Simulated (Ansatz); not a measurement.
Gas-phase reaction in SMILES: N[Si](N)N -> N[Si-](N)N (an electron is taken up)
Each molecule is optimised on its own at B3LYP-D3(BJ)/def2-TZVP (Ansatz, an electronic-structure program), one conformer each, not searched for the lowest.

Property: adiabatic electron affinity (electronic energy difference), positive where the reaction releases energy, in eV. Correlated levels leave the core frozen unless marked. Open shells are spin-unrestricted. No spin-orbit coupling. Non-relativistic. Anions need diffuse functions: aug- sets have them; def2-D sets add few; the other sets have none. CBS marks a two-point X^-3 extrapolation of the correlation energy; Hartree-Fock from the larger set.

Level to compare with: CCSD(T)/CBS(aug-cc-pV(T+d)Z,aug-cc-pV(Q+d)Z) (Ansatz), 0.74 eV. It is a level with limits of its own, and the differences hold the functionals' basis error too.

Rank these functionals by how close they come to CCSD(T)/CBS(aug-cc-pV(T+d)Z,aug-cc-pV(Q+d)Z), closest first: wB97M-V/def2-TZVPD (Ansatz); r2SCANh/def2-TZVPD (Ansatz); CAM-B3LYP/def2-TZVPD (Ansatz).

wB97M-V/def2-TZVPD (range-separated hybrid meta-GGA with VV10, 0.72 eV, difference -0.02), CAM-B3LYP/def2-TZVPD (range-separated hybrid, 0.58 eV, difference -0.16), r2SCANh/def2-TZVPD (hybrid meta-GGA, 0.41 eV, difference -0.33)
